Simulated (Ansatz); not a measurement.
`C[SiH2][S][GaH2]` and `C[SiH2][S][SbH2]` differ in one atom or group.

Ansatz, PBE0-D4/def2-TZVP geometries, multiplicity 1. Each molecule was computed in one conformer, which needn't be the lowest.

Elements past krypton have def2 core potentials. Scalar relativity is left out up to krypton.

```
                                          property  `C[SiH2][S][GaH2]`
                HOMO energy (PBE0/def2-TZVPP) / eV               -7.53
size of the dipole moment (ωB97M-V/def2-TZVPP) / D                1.52
             LUMO energy (ωB97M-V/def2-TZVPP) / eV                0.08
                 LUMO energy (PBE/def2-TZVPP) / eV               -2.37
               HOMO–LUMO gap (PBE/def2-TZVPP) / eV                4.04
               LUMO energy (B3LYP/def2-TZVPP) / eV               -1.85
```

What does the change do to each property? (Best estimate.)

The calculation gave: 
```tsv
property	`C[SiH2][S][SbH2]`	shift
HOMO energy (PBE0/def2-TZVPP) / eV	-7.15	0.38
size of the dipole moment (ωB97M-V/def2-TZVPP) / D	1.04	-0.48
LUMO energy (ωB97M-V/def2-TZVPP) / eV	0.47	0.39
LUMO energy (PBE/def2-TZVPP) / eV	-2.01	0.36
HOMO–LUMO gap (PBE/def2-TZVPP) / eV	3.95	-0.09
LUMO energy (B3LYP/def2-TZVPP) / eV	-1.46	0.39
```

Dipoles are sizes alone; their direction can turn.

B3LYP here is the variant with VWN-RPA as its local correlation; programs differ in this.

Spin–orbit coupling is left out; it splits and shifts lone-pair levels of the heavy atoms by tenths of an eV.
